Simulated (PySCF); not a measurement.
C$_{6}$H$_{13}$O$_{3}$ (SMILES COCC(C)[OH+]C(C)=O), charge +1, singlet, at the geometry of the source list; R2SCAN/STO-3G in PySCF.

Input for PySCF:
```python
from pyscf import gto, scf, dft

mol = gto.M(
    atom='''
C     2.406900    1.333700    1.050800
O     1.197800    0.585500    0.981100
C     1.337000   -0.754000    0.514000
C    -0.067900   -1.157100    0.022400
C    -0.050300   -2.124100   -1.142000
O    -0.669500    0.118300   -0.394000
C    -2.096600    0.377300    0.030900
C    -2.536200    1.652400   -0.544000
O    -2.619300   -0.437000    0.687100
H     3.092000    0.874000    1.763500
H     2.885300    1.399300    0.070800
H     2.132200    2.325600    1.401800
H     1.680900   -1.411500    1.315800
H     2.057300   -0.791100   -0.313100
H    -0.672900   -1.549800    0.847400
H    -1.061600   -2.389100   -1.435600
H     0.463800   -1.691200   -1.996500
H     0.466800   -3.031300   -0.845600
H     0.036700    0.758000    0.106000
H    -2.751500    1.512400   -1.603500
H    -3.453200    1.971600   -0.052600
H    -1.777700    2.428100   -0.464600
''',
    basis='sto-3g',
    charge=1,
    spin=0,
    verbose=4,
)

mf = dft.RKS(mol)
mf.xc = 'r2scan'
mf.diis = False
mf.damp = 0.3
mf.diis_start_cycle = 200
mf.max_cycle = 150
mf.kernel()
mf.analyze()
```

The log (banner, timings and long lists left out):

```
PySCF version 2.14.0

[INPUT] verbose = 4
[INPUT] num. atoms = 22
[INPUT] num. electrons = 72
[INPUT] charge = 1
[INPUT] spin (= nelec alpha-beta = 2S) = 0
[INPUT] symmetry False subgroup None
[INPUT] Mole.unit = angstrom
[INPUT] Symbol           X                Y                Z      unit          X                Y                Z       unit  Magmom
[...]
nuclear repulsion = 503.00675320798
number of shells = 40
number of NR pGTOs = 174
number of NR cGTOs = 58
basis = sto-3g
ecp = {}

******** <class 'pyscf.dft.rks.RKS'> ********
method = RKS
initial guess = minao
damping factor = 0.3
level_shift factor = 0
DIIS disabled
SCF conv_tol = 1e-09
SCF conv_tol_grad = None
SCF max_cycles = 150
direct_scf = True
direct_scf_tol = 1e-13
XC library pyscf.dft.libxc version 7.1.2
    S. Lehtola, C. Steigemann, M. J. T. Oliveira, and M. A. L. Marques,  SoftwareX 7, 1–5 (2018)
XC functionals = r2scan
    J. W. Furness, A. D. Kaplan, J. Ning, J. P. Perdew, and J. Sun,  J. Phys. Chem. Lett. 11, 8208–8215 (2020)
    J. W. Furness, A. D. Kaplan, J. Ning, J. P. Perdew, and J. Sun,  J. Phys. Chem. Lett. 11, 9248–9248 (2020)
    J. W. Furness, A. D. Kaplan, J. Ning, J. P. Perdew, and J. Sun,  J. Phys. Chem. Lett. 11, 8208–8215 (2020)
    J. W. Furness, A. D. Kaplan, J. Ning, J. P. Perdew, and J. Sun,  J. Phys. Chem. Lett. 11, 9248–9248 (2020)
radial grids:
    Treutler-Ahlrichs [JCP 102, 346 (1995); DOI:10.1063/1.469408] (M4) radial grids

becke partition: Becke, JCP 88, 2547 (1988); DOI:10.1063/1.454033
pruning grids: <function nwchem_prune>
grids dens level: 3
symmetrized grids: False
atomic radii adjust function: <function treutler_atomic_radii_adjust>
small_rho_cutoff = 0
Set gradient conv threshold to 3.16228e-05
Initial guess from minao.
tot grids = 254464
init E= -457.034338793804
[...]
cycle= 1 E= -455.602443401985  delta_E= 1.43  |g|= 0.799  |ddm|= 5.76
[...]
cycle= 2 E= -455.438881853644  delta_E= 0.164  |g|=  1.2  |ddm|= 2.06
[...]
cycle= 3 E= -455.344696103818  delta_E= 0.0942  |g|= 1.13  |ddm|= 2.59
[...]
cycle= 4 E= -454.408835036809  delta_E= 0.936  |g|= 2.32  |ddm|= 3.76
[...]
cycle= 5 E= -454.535789223881  delta_E= -0.127  |g|= 1.85  |ddm|= 4.56
[...]
cycle= 6 E= -453.16525228903  delta_E= 1.37  |g|= 2.94  |ddm|= 5.44
[...]
cycle= 7 E= -453.48968499725  delta_E= -0.324  |g|= 2.59  |ddm|= 5.95
[...]
cycle= 8 E= -452.213918461295  delta_E= 1.28  |g|= 3.31  |ddm|=  6.5
[...]
cycle= 9 E= -452.371344339003  delta_E= -0.157  |g|= 3.13  |ddm|=  6.8
[...]
cycle= 10 E= -447.53073658073  delta_E= 4.84  |g|= 4.11  |ddm|= 8.02
[...]
cycle= 11 E= -443.968934879413  delta_E= 3.56  |g|=  4.4  |ddm|= 11.6
[...]
cycle= 12 E= -428.949138956354  delta_E=   15  |g|= 4.22  |ddm|=   15
[...]
cycle= 13 E= -403.21990274547  delta_E= 25.7  |g|= 5.11  |ddm|= 20.9
[...]
cycle= 14 E= -378.867016935321  delta_E= 24.4  |g|= 4.17  |ddm|= 24.4
[...]
cycle= 15 E= -388.559519484507  delta_E= -9.69  |g|= 5.42  |ddm|= 24.7
[...]
cycle= 16 E= -348.376841236953  delta_E= 40.2  |g|= 5.61  |ddm|= 27.1
[...]
cycle= 17 E= -375.412546044405  delta_E=  -27  |g|= 3.48  |ddm|= 27.9
[...]
cycle= 18 E= -352.482989493491  delta_E= 22.9  |g|= 6.22  |ddm|= 27.8
[...]
cycle= 19 E= -375.633277624737  delta_E= -23.2  |g|= 3.52  |ddm|= 27.9
[...]
cycle= 20 E= -352.219138521775  delta_E= 23.4  |g|= 6.25  |ddm|= 27.9
[...]
cycle= 21 E= -375.669433137993  delta_E= -23.5  |g|= 3.52  |ddm|= 27.9
[...]
cycle= 22 E= -352.27298798379  delta_E= 23.4  |g|= 6.26  |ddm|= 27.9
[...]
cycle= 23 E= -375.669703627887  delta_E= -23.4  |g|= 3.52  |ddm|= 27.9
[...]
cycle= 24 E= -352.261040875463  delta_E= 23.4  |g|= 6.26  |ddm|= 27.9
[...]
cycle= 25 E= -375.670219386287  delta_E= -23.4  |g|= 3.52  |ddm|= 27.9
[...]
cycle= 26 E= -352.263903350227  delta_E= 23.4  |g|= 6.26  |ddm|= 27.9
[...]
cycle= 27 E= -375.670135594743  delta_E= -23.4  |g|= 3.52  |ddm|= 27.9
[...]
cycle= 28 E= -352.263247348979  delta_E= 23.4  |g|= 6.26  |ddm|= 27.9
[...]
[...]
[...]
cycle= 119 E= -375.670153462679  delta_E= -23.4  |g|= 3.52  |ddm|= 27.9
[...]
cycle= 120 E= -352.263375693955  delta_E= 23.4  |g|= 6.26  |ddm|= 27.9
[...]
cycle= 121 E= -375.670153462677  delta_E= -23.4  |g|= 3.52  |ddm|= 27.9
[...]
cycle= 122 E= -352.263375693956  delta_E= 23.4  |g|= 6.26  |ddm|= 27.9
[...]
cycle= 123 E= -375.670153462677  delta_E= -23.4  |g|= 3.52  |ddm|= 27.9
[...]
cycle= 124 E= -352.263375693956  delta_E= 23.4  |g|= 6.26  |ddm|= 27.9
[...]
cycle= 125 E= -375.670153462678  delta_E= -23.4  |g|= 3.52  |ddm|= 27.9
[...]
cycle= 126 E= -352.263375693955  delta_E= 23.4  |g|= 6.26  |ddm|= 27.9
[...]
cycle= 127 E= -375.670153462678  delta_E= -23.4  |g|= 3.52  |ddm|= 27.9
[...]
cycle= 128 E= -352.263375693959  delta_E= 23.4  |g|= 6.26  |ddm|= 27.9
[...]
cycle= 129 E= -375.670153462679  delta_E= -23.4  |g|= 3.52  |ddm|= 27.9
[...]
cycle= 130 E= -352.263375693955  delta_E= 23.4  |g|= 6.26  |ddm|= 27.9
[...]
cycle= 131 E= -375.670153462679  delta_E= -23.4  |g|= 3.52  |ddm|= 27.9
[...]
cycle= 132 E= -352.263375693955  delta_E= 23.4  |g|= 6.26  |ddm|= 27.9
[...]
cycle= 133 E= -375.670153462678  delta_E= -23.4  |g|= 3.52  |ddm|= 27.9
[...]
cycle= 134 E= -352.263375693954  delta_E= 23.4  |g|= 6.26  |ddm|= 27.9
[...]
cycle= 135 E= -375.670153462679  delta_E= -23.4  |g|= 3.52  |ddm|= 27.9
[...]
cycle= 136 E= -352.263375693956  delta_E= 23.4  |g|= 6.26  |ddm|= 27.9
[...]
cycle= 137 E= -375.670153462678  delta_E= -23.4  |g|= 3.52  |ddm|= 27.9
[...]
cycle= 138 E= -352.263375693955  delta_E= 23.4  |g|= 6.26  |ddm|= 27.9
[...]
cycle= 139 E= -375.670153462679  delta_E= -23.4  |g|= 3.52  |ddm|= 27.9
[...]
cycle= 140 E= -352.263375693957  delta_E= 23.4  |g|= 6.26  |ddm|= 27.9
[...]
cycle= 141 E= -375.670153462678  delta_E= -23.4  |g|= 3.52  |ddm|= 27.9
[...]
cycle= 142 E= -352.263375693957  delta_E= 23.4  |g|= 6.26  |ddm|= 27.9
[...]
cycle= 143 E= -375.670153462679  delta_E= -23.4  |g|= 3.52  |ddm|= 27.9
[...]
cycle= 144 E= -352.263375693957  delta_E= 23.4  |g|= 6.26  |ddm|= 27.9
[...]
cycle= 145 E= -375.670153462678  delta_E= -23.4  |g|= 3.52  |ddm|= 27.9
[...]
cycle= 146 E= -352.263375693955  delta_E= 23.4  |g|= 6.26  |ddm|= 27.9
[...]
cycle= 147 E= -375.670153462678  delta_E= -23.4  |g|= 3.52  |ddm|= 27.9
[...]
cycle= 148 E= -352.263375693955  delta_E= 23.4  |g|= 6.26  |ddm|= 27.9
[...]
cycle= 149 E= -375.670153462678  delta_E= -23.4  |g|= 3.52  |ddm|= 27.9
[...]
cycle= 150 E= -352.263375693958  delta_E= 23.4  |g|= 6.26  |ddm|= 27.9
SCF not converged.
SCF energy = -352.263375693958
**** SCF Summaries ****
Total Energy =                        -352.263375693957641
Nuclear Repulsion Energy =             503.006753207980296
One-electron Energy =                -1561.141498074715400
Two-electron Energy =                  705.871369172777463
Two-electron Coulomb Energy =          771.760383860176830
DFT Exchange-Correlation Energy =      -65.889014687399367
HOMO-LUMO gap [eV] =                     1.320714013978846
**** MO energy ****
[...]
 ** Mulliken pop on meta-lowdin orthogonal AOs  **
 ** Mulliken pop  **
 ** Mulliken atomic charges  **
charge of    0C =     -3.99996
charge of    1O =     -1.99745
charge of    2C =     -3.99397
charge of    3C =     -2.60751
charge of    4C =     -2.22922
charge of    5O =      4.76092
charge of    6C =      3.98245
charge of    7C =      3.99994
charge of    8O =      5.99703
charge of    9H =     -1.00000
charge of   10H =     -0.99999
charge of   11H =     -0.99999
charge of   12H =     -0.99943
charge of   13H =     -0.99986
charge of   14H =      0.29880
charge of   15H =      0.42269
charge of   16H =     -0.07745
charge of   17H =     -0.92679
charge of   18H =     -0.62967
charge of   19H =      0.99995
charge of   20H =      0.99996
charge of   21H =      0.99956

WARN: System has nonzero charge 1; the dipole moment is origin-dependent.
Location of origin: [0. 0. 0.]

Dipole moment(X, Y, Z, Debye): -368.48788, 71.94321, -55.55127
```

The run did not converge; its last values are not results.
